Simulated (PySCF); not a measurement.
A GIAO shielding run with PySCF (density fitting, non-relativistic, gas phase) on SMILES [O]=[V-3](=[O])(=[O])=[O], [O4V]3-:

```
{"job": {"kind": "nmr", "xc": "B3LYP", "basis": {"default": "pcSseg-1", "V": "pcSseg-2"}, "pop": false}, "charge": -3, "multiplicity": 1}
V     -0.000368    -0.000007    -0.000054
O      0.022090    -0.014406     1.713471
O      1.607545     0.008069    -0.590363
O     -0.817266     1.403022    -0.549814
O     -0.812001    -1.396669    -0.573241
```

Hardware: 1 thread of an Arm Neoverse V1, shared host.

Task: How large is the calculation?

Result: 58 electrons, 141 basis functions and 654 auxiliary functions.

Task: How long does it take?

Result: 8.5 s of wall time, with 14 SCF cycles and 5 response iterations. Times on a shared host scatter by some tens of per cent.

Task: And these other runs on the same molecule and hardware: GIAO shielding at PBE/pcSseg-1 (pcSseg-2 on V); GIAO shielding at PBE0/pcSseg-1 (pcSseg-2 on V); spin–spin coupling at PBE/pcJ-1 (pcSseg-1 on V)?

Result: PBE/pcSseg-1 (pcSseg-2 on V): 141 functions, 14 s; PBE0/pcSseg-1 (pcSseg-2 on V): 141 functions, 10 s; PBE/pcJ-1 (pcSseg-1 on V): 153 functions, 15 s.
